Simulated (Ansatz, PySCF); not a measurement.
Noncovalent pair: N2 (SMILES N#N) (first 2 atoms) with AsH3 (SMILES [AsH3]); geometry from B3LYP-D3(BJ)/def2-TZVP, rigid monomers moved along the line of their centres of mass till N2···As3 is 3.17 Å.
(charge 0, multiplicity 1):
```xyz
6

N      0.24158    -0.23290    -1.00821
N      0.46010    -0.69625    -0.04515
As    -0.30524     0.03416     2.94039
H      1.17955    -0.30284     3.01122
H     -0.68848    -1.43407     2.79641
H     -0.44999    -0.01516     4.45837
```

Interaction energies are E(AB) − E(A) − E(B) at the monomers' geometry in the complex; basis-set methods are counterpoise corrected.

Cores are frozen in the correlated methods. Filled d and f shells under p-block atoms count as core. CBS: X⁻³ extrapolation of the correlation energy, Hartree–Fock from the larger set.

Codes used: Ansatz (Gaussian basis) for Hartree–Fock, density functionals and correlated methods; PySCF for the dispersion terms. Values without a source in brackets are computed.

The comparison value is -0.1 kJ/mol (CCSD(T)/CBS(aug-cc-pVDZ, aug-cc-pVTZ)). It is a level with limits of its own, not the exact answer.

Question: Order these levels by how close they come to the comparison value for the interaction energy, closest first: B3LYP/def2-TZVPPD, wB97M-V/def2-TZVPPD, PBE-D3(BJ)/def2-TZVPPD. Give each level's value less the comparison value.

Answer: wB97M-V/def2-TZVPPD (-0.1 kJ/mol), PBE-D3(BJ)/def2-TZVPPD (-1.4 kJ/mol), B3LYP/def2-TZVPPD (4.9 kJ/mol)

Ansatz is a program for electronic structure.
